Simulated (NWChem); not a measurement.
Correlation energy of silicon dioxide molecule (O2Si)

```xyz
3

O      0.0000     0.0000    -1.5184
Si     0.0000     0.0000     0.0000
O      0.0000     0.0000     1.5184
```
Charge 0, spin multiplicity 1.

The numbers come from NWChem runs, not from measurements. All single points use one geometry, from PBE0/def2-SVP, a minimum by its harmonic frequencies.

Basis set: def2-SVP. Each correlation energy counts from its own Hartree-Fock reference.

```json
[
 {"method": "MP2", "correlation energy (mHa)": "-470.6", "difference from CCSD(T)": "+12.5"},
 {"method": "SCS-MP2", "correlation energy (mHa)": "-451.8", "difference from CCSD(T)": "+31.3"},
 {"method": "CCSD", "correlation energy (mHa)": "-465.0", "difference from CCSD(T)": "+18.2"},
 {"method": "CCSD+T(CCSD)", "correlation energy (mHa)": "-487.0", "difference from CCSD(T)": "-3.8"},
 {"method": "CCSD(T)", "correlation energy (mHa)": "-483.2", "difference from CCSD(T)": "0.0"},
 {"method": "CR-CCSD[T]", "correlation energy (mHa)": "-481.9", "difference from CCSD(T)": "+1.3"},
 {"method": "CR-CCSD(T)", "correlation energy (mHa)": "-479.1", "difference from CCSD(T)": "+4.1"}
]
```

The values span 35.2 mHa, from CCSD+T(CCSD) (lowest) to SCS-MP2 (highest). 

The correlated methods keep 7 core orbitals frozen. Differences from the coupled-cluster row are differences between methods, not errors against experiment.
